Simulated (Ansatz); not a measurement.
System: CH₃Mg, charge 0, multiplicity 2. It need not be the lowest isomer of its formula. 
Geometry from a B3LYP-D3(BJ)/def2-TZVP (Ansatz, an electronic-structure program) optimisation:
```xyz
5

Mg    -0.6872    -0.3966    -0.5519
C      0.8270     0.4772     0.6641
H      1.3509    -0.2981     1.2286
H      0.3829     1.1853     1.3681
H      1.5509     1.0082     0.0409
```
Charge 0, spin multiplicity 2.

Basis-set convergence of Hartree-Fock and CCSD(T) correlation energies (hartree) with Ansatz. Correlated levels leave the core frozen unless marked. UHF or UKS for open shells. Spin-orbit coupling is left out. No relativistic terms.

```csv
basis,functions,E(HF),"E(corr, CCSD(T))"
def2-SVPD,65,-239.09067,-0.20531
def2-TZVPPD,123,-239.20586,-0.23628
def2-QZVPPD,225,-239.21618,-0.24667
```

Extrapolating the two largest sets (X = 3 and 4) as X^-3: E(corr) = (64·(-0.24667) - 27·(-0.23628))/37 = -0.2543 Eh, an estimate of the basis-set limit. The largest set recovers 97.0 % of it, the smallest 80.8 %.
